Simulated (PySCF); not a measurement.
propan-2-ylcyclopropane (C6H12), SMILES C(C)(C1CC1)C.

Coordinates come from a B3LYP-D3(BJ)/def2-SVP optimisation. The values are those of a single conformer.

Computed with B3LYP/def2-TZVP run with PySCF.

Computed frontier levels, gap, dipole moment and polarisability:
| Quantity | Value |
|---|---|
| highest occupied level | -7.61 eV |
| lowest empty level | 0.93 eV |
| orbital gap | 8.53 eV |
| dipole moment | 0.20 D |
| quadrupole, principal values (traceless, Buckingham form, about the centre of nuclear charge) | -1.62, -0.28, 1.89 D·Å |
| mean static polarisability | 71.6 bohr³ (10.61 Å³) |
| polarisability, principal values | 65.7, 70.1, 78.9 bohr³ |
